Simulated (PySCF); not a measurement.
## Radial density of Mn(2+) (manganese, charge +2)

B3LYP, [Ar] 3d5, high-spin 6S determinant. Calculation: PySCF 2.14, in x2c-QZVPPall (11s7p5d4f2g, 103 functions); scalar relativity by spin-free X2C-1e.

```json
{"r (bohr)": "0.000820", "4πr²ρ (e/bohr)": "0.1232", "4πr²(ρα − ρβ)": "0.0000"}
{"r (bohr)": "0.00138", "4πr²ρ (e/bohr)": "0.3189", "4πr²(ρα − ρβ)": "0.0000"}
{"r (bohr)": "0.00232", "4πr²ρ (e/bohr)": "0.8108", "4πr²(ρα − ρβ)": "-0.0001"}
{"r (bohr)": "0.00390", "4πr²ρ (e/bohr)": "2.004", "4πr²(ρα − ρβ)": "-0.0002"}
{"r (bohr)": "0.00656", "4πr²ρ (e/bohr)": "4.720", "4πr²(ρα − ρβ)": "-0.0004"}
{"r (bohr)": "0.0110", "4πr²ρ (e/bohr)": "10.21", "4πr²(ρα − ρβ)": "-0.0009"}
{"r (bohr)": "0.0186", "4πr²ρ (e/bohr)": "19.13", "4πr²(ρα − ρβ)": "-0.0017"}
{"r (bohr)": "0.0312", "4πr²ρ (e/bohr)": "28.20", "4πr²(ρα − ρβ)": "-0.0024"}
{"r (bohr)": "0.0525", "4πr²ρ (e/bohr)": "28.93", "4πr²(ρα − ρβ)": "-0.0021"}
{"r (bohr)": "0.0884", "4πr²ρ (e/bohr)": "23.18", "4πr²(ρα − ρβ)": "0.0057"}
{"r (bohr)": "0.149", "4πr²ρ (e/bohr)": "29.71", "4πr²(ρα − ρβ)": "0.0934"}
{"r (bohr)": "0.250", "4πr²ρ (e/bohr)": "29.27", "4πr²(ρα − ρβ)": "0.6480"}
{"r (bohr)": "0.421", "4πr²ρ (e/bohr)": "12.23", "4πr²(ρα − ρβ)": "2.4215"}
{"r (bohr)": "0.707", "4πr²ρ (e/bohr)": "15.00", "4πr²(ρα − ρβ)": "4.2991"}
{"r (bohr)": "1.19", "4πr²ρ (e/bohr)": "7.866", "4πr²(ρα − ρβ)": "3.0028"}
{"r (bohr)": "2.00", "4πr²ρ (e/bohr)": "1.123", "4πr²(ρα − ρβ)": "0.8139"}
{"r (bohr)": "3.37", "4πr²ρ (e/bohr)": "0.05420", "4πr²(ρα − ρβ)": "0.0524"}
{"r (bohr)": "5.66", "4πr²ρ (e/bohr)": "0.0003373", "4πr²(ρα − ρβ)": "0.0003"}
```

Densities and radii are taken from the X2C orbitals without a picture-change correction, which distorts them close to the nucleus.

Q: Where is the radial spin density 4πr²(ρα − ρβ) most negative, and why is it negative at all?

A: Around r = 0.0312 bohr, down to -0.0024 e/bohr: exchange with the open shell polarises the paired shells in an unrestricted calculation.
